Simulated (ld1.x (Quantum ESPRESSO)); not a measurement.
**u(r) = r·R(r): atom against pseudo-atom (oxygen)**

Columns: radius, all-electron u(r) and pseudo u(r) of the 2s shell (level -23.93 eV) of oxygen in the configuration [He] 2s1.75 2p4.25; PBEsol, scalar-relativistic, TM scheme, ld1.x (Quantum ESPRESSO) 7.5.

| r (bohr) | all-electron | pseudo |
| --- | --- | --- |
| 0.057 | 0.3574 | -0.0606 |
| 0.115 | 0.4171 | -0.1235 |
| 0.172 | 0.3222 | -0.1880 |
| 0.230 | 0.1538 | -0.2577 |
| 0.288 | -0.0386 | -0.3325 |
| 0.345 | -0.2248 | -0.4116 |
| 0.402 | -0.3948 | -0.4958 |
| 0.460 | -0.5447 | -0.5850 |
| 0.518 | -0.6691 | -0.6741 |
| 0.575 | -0.7667 | -0.7569 |
| 0.632 | -0.8415 | -0.8295 |
| 0.690 | -0.8965 | -0.8883 |
| 0.747 | -0.9325 | -0.9287 |
| 0.805 | -0.9533 | -0.9523 |
| 0.862 | -0.9609 | -0.9607 |
| 0.920 | -0.9577 | -0.9577 |
| 0.977 | -0.9461 | -0.9461 |
| 1.035 | -0.9273 | -0.9273 |
| 1.092 | -0.9034 | -0.9034 |
| 1.150 | -0.8751 | -0.8751 |
| 1.208 | -0.8438 | -0.8438 |
| 1.265 | -0.8110 | -0.8110 |
| 1.322 | -0.7768 | -0.7768 |
| 1.380 | -0.7414 | -0.7414 |
| 1.438 | -0.7057 | -0.7057 |
| 1.495 | -0.6708 | -0.6708 |

How many radial nodes do the two functions have?

The all-electron 2s function has n − l − 1 = 1; the pseudo-wave has 0, since the states of the same l below it are removed with the core.

At about which radius was the pseudo-wave matched?

0.95 bohr. The columns agree to 0.0005 from 0.86 bohr on; several derivatives are matched, so the curves merge somewhat inside the radius.

Is the pseudo-wave norm-conserving?

Yes: the TM scheme keeps the norm inside the radius equal to the all-electron one, which fixes the energy derivative of the logarithmic derivative at the level.
